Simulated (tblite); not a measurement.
C6H8ClO (doublet state).
Z-matrix (Å and degrees, GFN2-xTB geometry), rows numbered from 1:
```
O 
C   1  1.3636
C   2  1.4852  1  121.61
C   3  1.5129  2  107.09  1    88.24
C   4  1.3272  3  110.70  2   104.84
Cl  5  1.7186  4  126.33  3  -174.19
C   5  1.4993  4  113.49  3     3.67
C   7  1.5367  5  102.90  4     8.83
H   1  0.9653  2  109.73  3    20.24
H   2  1.0754  1  112.52  3   154.08
H   3  1.0959  2  109.76  1   -33.41
H   4  1.0745  3  122.21  2   -69.41
H   7  1.0902  5  111.80  4   129.73
H   7  1.0926  5  110.00  4  -110.71
H   8  1.0893  3  109.35  2   145.49
H   8  1.0879  3  111.06  2    25.95
```

Computed with GFN2-xTB (tblite): harmonic, unscaled wavenumbers at the GFN2-xTB geometry, gas phase. The method is semi-empirical: single wavenumbers can be off by several per cent or more. One conformer, not necessarily the lowest. Open shells enter through the occupations alone, without spin polarisation, and single modes of such species can be off by tens of per cent.

Harmonic wavenumbers (cm⁻¹): 59.4, 90.7, 125.8, 228.7, 276.1, 329.8, 379.6, 401.9, 430.3, 457.3, 565.0, 711.5, 783.3, 806.3, 835.6, 941.4, 976.3, 1009.3, 1042.0, 1063.0, 1096.1, 1108.3, 1153.3, 1190.6, 1209.1, 1216.2, 1222.4, 1276.6, 1289.9, 1310.5, 1373.0, 1462.3, 1482.7, 1649.0, 2905.7, 2956.3, 2992.2, 3003.7, 3021.3, 3125.0, 3139.4, 3504.6.

A = 3370, B = 962.7, C = 810.1 MHz; mass 131.026 u (most abundant isotopes); point group C1, symmetry number 1; spin multiplicity 2.

Task: Zero-point energy?

Result: ½Σν̃ = 27101 cm⁻¹ = 77.48 kcal/mol.

Task: Give the ideal-gas entropy at 350 K and 1 bar in the rigid-rotor, harmonic-oscillator model (classical rotation).

Result: Translation 41.35, rotation 29.67, vibration 26.14, spin (R ln 2) 1.38: S = 98.5 cal/(mol K).

Task: And Cp and H(350 K) − H(0)?

Result: Cp = 37.31 cal/(mol K), of which vibrations give 29.36 (their classical limit is 42 R = 83.5); H(350 K) − H(0) = 7.75 kcal/mol without the zero-point energy, 4.96 from vibrations.

Task: What must be added to the electronic energy to get the Gibbs energy at 350 K and 1 bar?

Result: ZPE + [H(350 K) − H(0)] − T·S = 77.48 + 7.75 − 34.49 = 50.74 kcal/mol.

Task: How do the functions run with temperature in this model?

Result: 
| T (K) | S (cal/(mol K)) | Cp (cal/(mol K)) | H − H(0) (kcal/mol) | G − H(0) (kcal/mol) | ln q(vib) |
| --- | --- | --- | --- | --- | --- |
| 100 | 68.2 | 15.7 | 1.15 | -5.67 | 1.13 |
| 200 | 81.7 | 24.1 | 3.14 | -13.20 | 3.02 |
| 300 | 93.1 | 32.9 | 5.99 | -21.95 | 5.01 |
| 500 | 113.9 | 48.8 | 14.25 | -42.69 | 9.11 |
| 800 | 140.4 | 63.6 | 31.33 | -80.96 | 15.19 |
| 1000 | 155.3 | 69.8 | 44.70 | -110.56 | 19.00 |

q(vib) and H(0) count from the zero-point level.

Hindered rotation and anharmonicity are outside this model. Other conformers, if any are populated, would add a mixing term that is left out. The structure is chiral; the term R ln 2 for an equal mix with its mirror image is left out.
